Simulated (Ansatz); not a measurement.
`ClB1CCO1` → `C=C(O)BCl`  (isomerisation)

Isolated molecules relaxed with PBE0-D4/def2-TZVP in Ansatz; ΔE leaves out vibrations. CCSD(T)/CBS is the MP2 limit (def2-TZVPP, def2-QZVPP) plus CCSD(T) − MP2 in def2-TZVPP, frozen cores. Each species was taken in one conformer, which may not be the lowest.

```csv
species,HF/def2-SVP energy (Eh)
`ClB1CCO1`,-636.90108
`C=C(O)BCl`,-636.84715
```

Problem. Work out ΔE.

Solution. ΔE = (-636.84715) − (-636.90108) = 0.05393 Eh = +33.8 kcal/mol. CCSD(T)/CBS gives +33.4 kcal/mol.

Problem. What do rigid-rotor, harmonic-oscillator terms from PBE0-D4/def2-TZVP frequencies (298.15 K, 1 bar) make of the CCSD(T)/CBS value? (Estimate.)

Solution. Ansatz gave: ΔZPE = -2.2 kcal/mol, ΔH = +31.8 kcal/mol, ΔS = 18 J/(mol·K), ΔG = +30.5 kcal/mol.

Largest T1 diagnostic among the species: 0.013.

At CCSD(T), def2-SVP lies +3.3 kcal/mol from the extrapolated value and def2-TZVPP +0.5 kcal/mol. In def2-TZVPP, CCSD(T) changes the Hartree–Fock value by +2.8 kcal/mol (the triples alone add −0.5 kcal/mol) and MP2 by +4.6 kcal/mol.
